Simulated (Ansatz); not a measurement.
Total energies of Al13P13H34, a nanocrystal cut from zinc blende AlP (hydrogen-capped) from Ansatz at PBE0-D4/def2-SVP, gas phase (1 Eh = 27.2114 eV = 2625.5 kJ/mol). The reference geometry is relaxed at r2SCAN-D4/def2-SVP.

```xyz
60

Al    0.411    0.511   -4.810
Al   -0.348   -3.490   -3.023
Al    0.036    3.938   -3.073
Al   -2.514    3.560    0.784
Al   -2.485   -3.462   -0.408
Al   -3.720   -0.041    1.944
Al   -1.465    0.338   -1.390
Al    2.350   -0.764   -1.244
Al    0.978    2.240    0.867
Al    0.007   -1.329    1.765
Al    1.577   -4.475    0.044
Al   -0.652    1.556    4.252
Al    3.813    0.142    3.414
P    -0.958    1.733   -3.232
P    -1.941   -1.873   -2.103
P     2.378    0.446   -3.336
P     1.703   -2.960   -1.842
P    -3.083    1.298    0.073
P     1.213    3.862   -0.892
P    -0.704    3.004    2.314
P    -4.069   -2.250    1.040
P    -0.493   -3.489    0.934
P    -1.664   -0.346    3.128
P     0.479    0.129   -0.043
P     3.084    2.028    2.009
P     1.991   -1.468    3.137
H     0.744    1.406   -6.083
H    -0.031   -1.014   -4.915
H    -0.906   -4.733   -2.154
H    -0.246   -3.601   -4.601
H     1.284    3.938   -4.071
H    -1.031    5.110   -3.023
H    -3.760    4.213    1.526
H    -1.765    4.281   -0.435
H    -3.240   -4.806   -0.760
H    -4.946    0.495    2.793
H     3.688   -0.574   -0.395
H     1.326   -5.970   -0.437
H     2.701   -4.149    1.138
H    -1.534    2.085    5.463
H     0.895    1.155    4.447
H     3.817    0.652    4.917
H     5.074   -0.469    2.663
H    -2.213    1.931   -3.875
H    -3.069   -1.831   -2.971
H     3.488   -0.078   -4.054
H     2.879    1.760   -3.120
H     2.767   -3.450   -2.653
H    -4.277    1.442   -0.691
H     1.075    5.112   -0.235
H     2.609    3.927   -1.161
H    -0.158    4.258    2.717
H    -5.318   -2.239    0.360
H    -4.449   -3.087    2.126
H    -0.846   -4.204    2.115
H    -1.928   -1.343    4.112
H     4.085    2.233    1.021
H     3.254    3.235    2.740
H     2.584   -2.703    2.751
H     1.524   -1.820    4.431
```

```
                 state   geometry  energy (Eh)
      charge 0 singlet  reference  -7604.98536
      charge 1 doublet  reference  -7604.67468
     charge -1 doublet  reference  -7605.02037
free Al atom (doublet)          –   -242.16443
 free P atom (quartet)          –   -341.02153
 free H atom (doublet)          –     -0.50029
```

Single mean-field runs in def2-SVP are fitted with def2-universal-jkfit.

(1) Work out the vertical ionisation energy to the doublet.

(2) Work out the vertical electron affinity, to the doublet.

(3) Give the fundamental gap IE − EA, the Mulliken electronegativity (IE + EA)/2 and the hardness (IE − EA)/2.

(4) What is the binding energy per atom against free atoms?

(1) E(charge 1 doublet) − E(charge 0 singlet) = -7604.67468 − (-7604.98536) = 0.31068 Eh = 8.45 eV. For comparison, −ε of the highest occupied level is 7.31 eV at this level, 1.14 eV less.

(2) E(charge 0 singlet) − E(charge -1 doublet) = -7604.98536 − (-7605.02037) = 0.03501 Eh = 0.95 eV. The basis lacks diffuse functions, which makes affinities too small.

(3) From the values in Eh: IE − EA = 0.31068 − 0.03501 = 0.27567 Eh = 7.50 eV; (IE + EA)/2 = 4.70 eV; (IE − EA)/2 = 3.75 eV. The HOMO–LUMO gap of the same run is 5.56 eV, 1.94 eV smaller than the fundamental gap.

(4) Atoms: 13 × (-242.16443) + 13 × (-341.02153) + 34 × (-0.50029) = -7598.42734 Eh. Binding: -7598.42734 − (-7604.98536) = 6.55802 Eh = 178.45 eV, or 2.97 eV for each of 60 atoms (no zero-point energy, no counterpoise term).

At PBE0-D4/def2-SVP the highest occupied level of the charge -1 doublet lies above zero (up to 0.02 eV). By energy differences its removal costs 0.95 eV (vertical, to the charge 0 singlet, at PBE0-D4/def2-SVP); self-interaction error and the lack of diffuse functions both raise the level.
